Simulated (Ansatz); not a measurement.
C7H6MoO5S, SMILES `C[S+](C)[Mo-6]([C]#[O+])([C]#[O+])([C]#[O+])([C]#[O+])[C]#[O+]`, 20 atoms. Total charge 0; spin multiplicity 1. Correlated methods include outer-core shells of Mo, which these sets cover unevenly. Mo: def2 effective core potential. Hardware: A = 11 threads of an AMD EPYC 7R13 on a shared host and a whole NVIDIA H100 80 GB; B = 11 threads of an AMD EPYC 7R13 on a shared host. Correlated methods freeze the cores.

**Question.** How many basis functions does each run have, and how long does it take in Ansatz? direct RPA on PBE orbitals/def2-TZVPP energy [A]; RKS PBE0-D4/def2-SVP energy [B]; RKS HSE06 (plane-wave form)-D4/def2-TZVPP energy [A]; RKS B3LYP-D4/def2-TZVPP energy and forces [A]; RKS PBE0-D4/def2-QZVPP energy [A]; RHF-CCSD(T)/def2-SVP energy [A]; RKS ωB97M-V/def2-QZVPP energy [A]; RKS LC-ωPBE/def2-TZVPP energy [A]; RKS ωB97M-V/def2-TZVPP energy and forces [A]; RHF-MP2/def2-QZVPP energy [A]; RKS ωB97M-V/def2-SVP energy [B]; RHF-CCSD(T)/def2-TZVPP energy [A]. (Estimate.)

**Answer.** The calculation gave: Other jobs shared the machine, so times are rough.

```
                                    level                    job  functions  wall time  peak host memory (GiB)
                   RKS LC-ωPBE/def2-TZVPP             energy [A]        554      2.5 s                     1.5
RKS HSE06 (plane-wave form)-D4/def2-TZVPP             energy [A]        554      2.5 s                     1.5
                  RKS B3LYP-D4/def2-TZVPP  energy and forces [A]        554      2.9 s                     1.5
                     RKS PBE0-D4/def2-SVP             energy [B]        247      3.2 s                     1.6
                   RKS PBE0-D4/def2-QZVPP             energy [A]       1015      3.7 s                     1.7
    direct RPA on PBE orbitals/def2-TZVPP             energy [A]        554      4.3 s                     3.3
                   RKS ωB97M-V/def2-TZVPP  energy and forces [A]        554      4.3 s                     1.6
                     RHF-CCSD(T)/def2-SVP             energy [A]        247      5.5 s                     1.5
                       RHF-MP2/def2-QZVPP             energy [A]       1015        6 s                     1.8
                   RKS ωB97M-V/def2-QZVPP             energy [A]       1015        6 s                     1.9
                     RKS ωB97M-V/def2-SVP             energy [B]        247      8.5 s                       2
                   RHF-CCSD(T)/def2-TZVPP             energy [A]        554       85 s                     1.5
```

B3LYP here is the variant with VWN-RPA as its local correlation; programs differ in this. LC-ωPBE has ω = 0.4 bohr⁻¹.
